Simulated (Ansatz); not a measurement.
Geometry optimisation, RHF/def2-SVP in Ansatz 0.2.0.

Input:

```yaml
crystal:
  periodic: [false, false, false]
  atoms:
    - { symbol: Ti, position_ang: [-0.000488, -0.616183, -0.019552] }
    - { symbol: O, position_ang: [0.840152, 0.582299, 2.716975] }
    - { symbol: H, position_ang: [0.070405, 0.818074, 3.214437] }
    - { symbol: Cl, position_ang: [1.677039, 0.347332, -1.074473] }
    - { symbol: Cl, position_ang: [-1.874586, 0.516827, 0.286966] }
    - { symbol: "N", position_ang: [-0.534122, -2.135098, -1.182892] }
    - { symbol: H, position_ang: [-1.508109, -2.149227, -1.450912] }
    - { symbol: H, position_ang: [0.016863, -2.245814, -2.022185] }
    - { symbol: O, position_ang: [0.401567, -1.859665, 1.223351] }
    - { symbol: Al, position_ang: [-0.02649, -3.418448, 0.380474] }
    - { symbol: H, position_ang: [1.216962, -4.264324, -0.104463] }
    - { symbol: H, position_ang: [-1.370783, -4.072808, 0.893935] }
    - { symbol: H, position_ang: [0.906189, -0.383765, 2.793039] }
basis:
  gaussian: { orbitals: def2-SVP }
hamiltonian:
  xc: hf
relax:
  f_tol: 0.03
  max_steps: 50
```

Launched with:

```bash
$ ansatz run input.yaml --threads 4 --pin off --max-ram 5120MiB --backend cpu --events-out ev --progress --plain --runs-dir out
```

Task: Where does it end, and by what steps?

Result: It converged. After 24 steps the energy has fallen by 0.916 eV; H13 moved furthest, 1.51 Å. Joined: Ti1–O2 (3.10 → 2.18 Å).

```
step  energy less start (eV)  largest force component (eV/Å)  accepted
   0                  0.0000                           2.818       yes
   1                 -0.2760                           1.720       yes
   2                 -0.4987                           1.731       yes
   3                 -0.7102                           1.495       yes
   4                 -0.8214                           1.067       yes
   5                 -0.8442                           0.444       yes
   6                 -0.8640                           0.285       yes
   7                 -0.8740                           0.143       yes
   8                 -0.8775                           0.123       yes
   9                 -0.8808                           0.090       yes
  10                 -0.8825                           0.196       yes
  11                 -0.8857                           0.225       yes
  12                 -0.8902                           0.226       yes
  13                 -0.8971                           0.047       yes
  14                 -0.8668                           1.728        no
  15                 -0.9009                           0.077       yes
  16                 -0.9017                           0.445       yes
  17                 -0.9090                           0.091       yes
  18                 -0.9081                           0.402        no
  19                 -0.9115                           0.057       yes
  20                 -0.9032                           0.933        no
  21                 -0.9140                           0.061       yes
  22                 -0.9151                           0.081       yes
  23                 -0.9159                           0.053       yes
  24                 -0.9160                           0.008       yes
```

```xyz
13
Properties=species:S:1:pos:R:3
Ti 0.057 -0.861 0.618
O 0.585 0.476 2.258
H -0.081 0.985 2.705
Cl 1.973 -0.058 -0.342
Cl -2.025 0.058 0.850
N -0.470 -2.012 -1.039
H -1.412 -1.853 -1.362
H 0.146 -1.897 -1.829
O 0.244 -2.306 1.381
Al -0.178 -3.619 0.092
H 1.112 -4.404 -0.368
H -1.549 -4.329 0.427
H 1.413 0.940 2.262
```

Whether the end is a true minimum wasn't checked by a vibrational analysis.

The run took 96 s on 4 threads of Arm Neoverse V1, with other jobs on the host, peak memory 0.53 GiB.
